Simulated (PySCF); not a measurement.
Species: GeH3PHPF2, F2GeH4P2.
SMILES with atom numbers: `[F:1][P:2]([F:3])[PH:4][GeH3:5]` (hydrogens: H6 on P4; H7, H8, H9 on Ge5)

Computed by this run: PBE0-D3(BJ)/def2-SVP geometry optimisation, gas phase in PySCF 2.14.0; density fitting, grid level 1; the optimiser is geomeTRIC in internal coordinates, started from a GFN2-xTB structure with every atom displaced at random (about 0.01 Å).

Step 1: E = -80559.5182 eV
```
atom  x, y, z in Å  |  force x, y, z in eV/Å
F1      3.0078    0.4770    1.1469    0.246   0.038   0.006
P2      1.5494   -0.1793    1.3041   -0.181  -0.226  -0.239
F3      1.7960   -1.5471    0.4604   -0.022   0.171   0.189
P4      0.5974    0.9157   -0.3959   -0.079   0.058   0.087
Ge5    -1.4345   -0.2291   -0.2360   -0.083  -0.125  -0.096
H6      0.1503    1.9580    0.4834    0.017   0.000  -0.068
H7     -2.4617    0.5422   -1.1037    0.156  -0.117   0.146
H8     -1.2259   -1.6619   -0.7879   -0.051   0.232   0.072
H9     -1.9166   -0.2915    1.2313   -0.002  -0.030  -0.097
```

Step 2: E = -80559.5311 eV
```
atom  x, y, z in Å  |  force x, y, z in eV/Å
F1      3.0304    0.4542    1.1309    0.049  -0.019  -0.042
P2      1.5486   -0.1583    1.3018   -0.052  -0.055  -0.019
F3      1.7614   -1.5511    0.5010   -0.022   0.090   0.059
P4      0.5909    0.9302   -0.3992   -0.005   0.001   0.002
Ge5    -1.4297   -0.2341   -0.2354    0.028  -0.026   0.007
H6      0.1496    1.9803    0.4702   -0.001  -0.004  -0.021
H7     -2.4562    0.5339   -1.0812    0.001   0.017   0.013
H8     -1.2181   -1.6424   -0.8085    0.005   0.012  -0.011
H9     -1.9148   -0.3288    1.2228   -0.003  -0.017   0.011
```

Step 3: E = -80559.5403 eV
```
atom  x, y, z in Å  |  force x, y, z in eV/Å
F1      3.0495    0.4141    1.0848   -0.061  -0.034  -0.011
P2      1.5406   -0.1185    1.3114    0.072   0.142   0.069
F3      1.6789   -1.5455    0.5678   -0.024  -0.092  -0.045
P4      0.5865    0.9500   -0.4027    0.053  -0.030  -0.012
Ge5    -1.4138   -0.2434   -0.2351    0.047   0.033   0.047
H6      0.1500    2.0085    0.4559   -0.041   0.006  -0.005
H7     -2.4510    0.5321   -1.0495   -0.083   0.071  -0.039
H8     -1.1878   -1.6243   -0.8498    0.028  -0.087  -0.052
H9     -1.8908   -0.3890    1.2196    0.009  -0.009   0.048
```

Step 4: E = -80559.5478 eV
```
atom  x, y, z in Å  |  force x, y, z in eV/Å
F1      3.0742    0.3337    1.0130   -0.145  -0.050   0.012
P2      1.5320   -0.0461    1.3275    0.183   0.310   0.157
F3      1.5270   -1.5283    0.6951   -0.015  -0.218  -0.126
P4      0.5848    0.9823   -0.4137    0.099  -0.049  -0.027
Ge5    -1.3825   -0.2579   -0.2390    0.015   0.051   0.034
H6      0.1375    2.0527    0.4224   -0.068   0.000   0.006
H7     -2.4555    0.5363   -0.9845   -0.112   0.073  -0.039
H8     -1.1346   -1.5935   -0.9342    0.020  -0.113  -0.068
H9     -1.8209   -0.4953    1.2158    0.023  -0.002   0.052
```

Question: Estimate the geometry and energy of step 5. (The exact step hangs on the optimiser's Hessian estimate; all steps are aligned on step 4, rigid shifts and turns removed.)

Answer: E = -80559.5612 eV, largest force 0.373 eV/Å
```
atom  x, y, z in Å  |  force x, y, z in eV/Å
F1      3.0929    0.2322    0.9475   -0.189  -0.004   0.005
P2      1.5359    0.0421    1.3495    0.224   0.278   0.107
F3      1.3730   -1.4830    0.8508   -0.035  -0.273  -0.089
P4      0.5917    1.0066   -0.4310    0.100  -0.033  -0.002
Ge5    -1.3499   -0.2752   -0.2510   -0.008   0.047   0.011
H6      0.1139    2.0862    0.3752   -0.063   0.007   0.001
H7     -2.4704    0.5486   -0.8957   -0.063   0.039  -0.016
H8     -1.1031   -1.5569   -1.0456    0.004  -0.073  -0.044
H9     -1.7218   -0.6166    1.2028    0.031   0.013   0.027
```

The energy changes by -0.0135 eV. The first-order estimate −F·Δx gives -0.0113 eV and the mean of the old and new forces, exact on a quadratic surface, -0.0093 eV. The step makes an angle of 87° with the force vector and moves no atom by more than 0.224 Å.

The cost below is that of the whole optimisation. Hardware: one thread, Arm Neoverse V2 (aarch64), no GPU, shared host. Cost: 52 s wall, 0.49 GiB resident at most.
